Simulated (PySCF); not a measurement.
## BiCl, MP2: how much the basis matters

PySCF, UHF reference; triplet, unpaired electrons π ↑↑; De to Bi + Cl without counterpoise correction. Frozen cores follow the default of each basis and core potential.

```json
{"basis": "def2-SVP", "relativity": "scalar-relativistic core potentials", "functions": "44", "Re (Å)": "2.475", "ωe (cm⁻¹)": "344", "De (eV)": "2.34", "frozen orbitals": "9"}
{"basis": "cc-pVDZ-PP/cc-pV(D+d)Z", "relativity": "scalar-relativistic core potentials", "functions": "46", "Re (Å)": "2.478", "ωe (cm⁻¹)": "333", "De (eV)": "2.37", "frozen orbitals": "9"}
{"basis": "def2-SVPD", "relativity": "scalar-relativistic core potentials", "functions": "59", "Re (Å)": "2.503", "ωe (cm⁻¹)": "327", "De (eV)": "2.65", "frozen orbitals": "9"}
{"basis": "x2c-TZVPPall", "relativity": "spin-free X2C", "functions": "125", "Re (Å)": "2.429", "ωe (cm⁻¹)": "345", "De (eV)": "2.83", "frozen orbitals": "39"}
```

Q: How does each smaller set differ from the one with most functions, x2c-TZVPPall?

A: def2-SVP: +4.6 pm, -0.3 % in ωe, -0.49 eV in De; cc-pVDZ-PP/cc-pV(D+d)Z: +4.9 pm, -3.5 % in ωe, -0.46 eV in De; def2-SVPD: +7.4 pm, -5.2 % in ωe, -0.18 eV in De. All at MP2; the set with most functions is neither the basis-set limit nor always the best. The rows treat relativity differently, so the differences are not basis effects alone.

Correlated steps freeze the inner cores (9 to 39 orbitals); shallow outer-core shells are correlated. Correlated levels converge slowly with the basis: in double zeta they bind strong bonds too weakly, by up to about 1 eV, and carry superposition errors of some tenths. Spin–orbit coupling is left out, which matters for elements this heavy, above all for dissociation energies. The state was picked by a PBE0 search and need not be the measured ground state.
